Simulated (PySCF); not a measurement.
PySCF input file for Si(H)(F)(OH)2 (FH3O2Si), SMILES O[SiH](O)F, PBE0-D3(BJ)/def2-SVP. The structure is a stationary point at PBE0-D3(BJ)/def2-SVP. Other conformers were not sampled.

```python
import numpy as np
from pyscf import gto, scf, dft, df
from pyscf.hessian import thermo

mol = gto.M(
    atom='''
    Si    0.33301141    0.03084910   -0.09613642
    O    -0.33866012    1.48540980   -0.42945742
    O    -0.51914026   -1.13340047   -0.89098562
    F     0.24641860   -0.31674160    1.48527156
    H     1.76201952    0.10624432   -0.44655702
    H    -1.29930714    1.52689101   -0.46406269
    H    -0.48023643   -2.03042316   -0.54737013
    ''',
    basis='def2-SVP',
    charge=0,
    spin=0,
    max_memory=1600,
    verbose=3,
)
mf = dft.RKS(mol, xc='pbe0').density_fit(auxbasis='def2-universal-jkfit')
mf.disp = 'd3bj'
mf.grids.level = 3
mf.conv_tol = 1e-11
mf.max_cycle = 100
mf.kernel()

# [left out here: the lines that compute and print the analytic Hessian (its translational invariance restored by hand, since the grid's response is missing), thermochemistry and intensities]
```

It prints:

```
converged SCF energy = -541.077192161674

WARN: DFTD3 does not support analytical Hessian, using finite difference


WARN: Mole.unit (angstrom) is changed to Bohr

Mode                                 0                   1                   2
Irrep
Freq [cm^-1]                      177.0207            208.8309            303.4581
Reduced mass [au]                   1.3037              1.3076              5.3559
Force const [Dyne/A]                0.0241              0.0336              0.2906
Char temp [K]                     254.6933            300.4612            436.6087
Normal mode                   x     y     z       x     y     z       x     y     z
       0  Si                 0.00  0.03 -0.02    0.02  0.01  0.03    0.01 -0.06 -0.02
       1   O                 0.00  0.04  0.01   -0.04 -0.03 -0.03   -0.01 -0.03  0.12
       2   O                 0.06 -0.05  0.02   -0.03  0.07 -0.01    0.01 -0.01 -0.10
       3   F                -0.02 -0.05 -0.03    0.04 -0.04  0.02    0.00  0.13  0.02
       4   H                -0.01  0.09 -0.05    0.03 -0.00  0.09    0.00 -0.12 -0.05
       5   H                 0.00  0.06  0.06   -0.02 -0.30 -0.77   -0.00 -0.11 -0.09
       6   H                -0.56  0.15  0.63   -0.22  0.09  0.06   -0.32  0.02  0.02
Mode                                 3                   4                   5
Irrep
Freq [cm^-1]                      355.5628            389.9427            754.4436
Reduced mass [au]                   2.2262              6.3381              1.3038
Force const [Dyne/A]                0.1658              0.5678              0.4372
Char temp [K]                     511.5756            561.0407           1085.4764
Normal mode                   x     y     z       x     y     z       x     y     z
       0  Si                 0.03 -0.01  0.04   -0.11 -0.01  0.04   -0.00 -0.01  0.00
       1   O                -0.04 -0.08 -0.10    0.04  0.05 -0.05   -0.00 -0.05  0.01
       2   O                -0.01  0.09 -0.06    0.05 -0.04 -0.09    0.05  0.03  0.08
       3   F                 0.02  0.00  0.05    0.09 -0.01  0.06   -0.01  0.01 -0.05
       4   H                 0.03  0.02  0.04   -0.11  0.01  0.03   -0.05  0.32 -0.12
       5   H                -0.07 -0.06  0.52    0.05  0.29 -0.09    0.04  0.42 -0.14
       6   H                -0.35  0.09 -0.01   -0.07 -0.02 -0.03   -0.42 -0.19 -0.48
Mode                                 6                   7                   8
Irrep
Freq [cm^-1]                      781.6053            830.4091            846.2860
Reduced mass [au]                   1.4560              2.2609              1.3919
Force const [Dyne/A]                0.5241              0.9186              0.5873
Char temp [K]                    1124.5561           1194.7739           1217.6172
Normal mode                   x     y     z       x     y     z       x     y     z
       0  Si                -0.00  0.01  0.00   -0.06 -0.00  0.03    0.03  0.01 -0.03
       1   O                 0.00 -0.12  0.03    0.01 -0.05  0.01   -0.02 -0.02 -0.00
       2   O                -0.03  0.03 -0.03    0.08  0.08  0.05    0.01  0.02 -0.01
       3   F                 0.01  0.02 -0.03    0.01  0.01 -0.09   -0.03 -0.02  0.10
       4   H                 0.05  0.19  0.25   -0.07 -0.61 -0.12   -0.14 -0.19 -0.73
       5   H                 0.05  0.52 -0.11    0.01 -0.09  0.04    0.00  0.28 -0.13
       6   H                 0.30  0.20  0.39    0.05  0.09  0.07    0.11  0.07  0.09
Mode                                 9                  10                  11
Irrep
Freq [cm^-1]                      897.9524            962.7988           1012.2358
Reduced mass [au]                   1.3293              6.1871              5.6018
Force const [Dyne/A]                0.6315              3.3791              3.3817
Char temp [K]                    1291.9536           1385.2532           1456.3819
Normal mode                   x     y     z       x     y     z       x     y     z
       0  Si                 0.04 -0.01 -0.03    0.05  0.04  0.11    0.02 -0.12  0.04
       1   O                -0.08  0.05 -0.01   -0.02  0.01 -0.01   -0.06  0.11 -0.03
       2   O                 0.00 -0.02  0.01   -0.06 -0.09 -0.06    0.02  0.06  0.01
       3   F                 0.01 -0.01  0.03   -0.00  0.01 -0.09   -0.00  0.02 -0.04
       4   H                 0.18 -0.56  0.40   -0.03 -0.14 -0.27   -0.03  0.20 -0.11
       5   H                -0.06  0.44 -0.06   -0.01  0.13 -0.03   -0.06  0.12 -0.04
       6   H                -0.13 -0.06 -0.11   -0.04 -0.08 -0.04    0.15  0.12  0.17
Mode                                12                  13                  14
Irrep
Freq [cm^-1]                     2346.7650           3931.8275           3941.5870
Reduced mass [au]                   1.0419              1.0667              1.0672
Force const [Dyne/A]                3.3807              9.7156              9.7686
Char temp [K]                    3376.4723           5657.0243           5671.0661
Normal mode                   x     y     z       x     y     z       x     y     z
       0  Si                -0.03 -0.00  0.01    0.00  0.00 -0.00   -0.00  0.00 -0.00
       1   O                -0.00 -0.00  0.00    0.06 -0.01  0.00    0.00 -0.00  0.00
       2   O                 0.00  0.00  0.00    0.00 -0.00  0.00   -0.00  0.06 -0.02
       3   F                -0.00 -0.00  0.00   -0.00  0.00 -0.00   -0.00 -0.00 -0.00
       4   H                 0.95  0.05 -0.23   -0.00 -0.00  0.00   -0.00 -0.00 -0.00
       5   H                -0.00  0.00  0.00   -0.96  0.06 -0.04   -0.06  0.00 -0.00
       6   H                -0.00 -0.00  0.00   -0.00  0.05 -0.02    0.03 -0.91  0.33
temperature 298.1500 [K]
pressure 101325.00 [Pa]
Rotational constants [GHz] 7.07451 6.55963 3.94959
Symmetry number 1
Zero-point energy (ZPE) 0.04042 [Eh]   106113.104 [J/mol]
                           tot       elec      trans        rot        vib
Entropy [J/mol/K]       306.374      0.000    163.721    104.499     38.154
Cv [J/mol/K]             76.406      0.000     12.472     12.472     51.463
Cp [J/mol/K]             84.721      0.000     20.786     12.472     51.463
Internal energy [J/mol]                      3718.434   3718.434 113148.784
Internal energy [Eh]   -541.03126  -541.07719
Enthalpy [J/mol]                             6197.391   3718.434 113148.784
Enthalpy [Eh]          -541.03032
Gibbs free energy [J/mol]                  -42616.049 -27437.842 101773.157
Gibbs free energy [Eh] -541.06511
mode   freq/cm-1   IR/(km/mol)
   1      177.02       106.208
   2      208.83        50.158
   3      303.46        31.290
   4      355.56        95.801
   5      389.94        85.282
   6      754.44        84.419
   7      781.61       121.139
   8      830.41        59.262
   9      846.29        62.189
  10      897.95        91.894
  11      962.80       274.885
  12     1012.24       252.079
  13     2346.76       112.083
  14     3931.83       121.200
  15     3941.59       118.531
max |gradient| / (hartree/bohr): 7.350902457460321e-05
APT charges: [ 2.0097 -0.8628 -0.875  -0.6621 -0.2695  0.3326  0.3272]
```

The calculation finished and met its thresholds.

Cost: very roughly 50 core-seconds.
